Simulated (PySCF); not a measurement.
# Structure from NMR data

Molecular formula: C2H6BCl3S. Simulated spectra:

¹H NMR (400 MHz, computed): δ 2.29 (s, 6H).

¹³C{¹H} NMR (computed): δ 23.5 (CH3, 2C).

Level of theory: geometry: PBE0-D3(BJ)/def2-TZVP, B97-2/pcSseg-2 with gauge-including orbitals, in PySCF 2.14.0 with density-fitted response routines (no solvent model, no relativistic terms, one conformer, one averaged value for each set of equivalent atoms).

Shifts are taken against calculated references (same method and geometry level): ¹H (σref 31.64) and ¹³C (σref 185.38) vs TMS.

**Question.** Propose a structure and justify it.

**Answer.** 
1. 1 carbon signal for 2 carbons: some carbons are equivalent by symmetry or fast rotation.
2. Carbon types of the structure: 2 × CH3, which accounts for all hydrogens.
3. δC 23.5: methyl carbon bonded to S.
4. δH 2.29: hydrogen on a methyl carbon bonded to S.

Structure: SMILES C[S+](C)[B-](Cl)(Cl)Cl.

The shifts were computed for this structure.

Shifts are as computed. Against solution values, carbons near 30 ppm lie about +3 ppm off and those near 130 ppm about +7 ppm. Of 1211 compounds with measured shifts, 218 miss one by over three times the rms of a fit or turn the order of signals round; such compounds aren't used in these exercises.
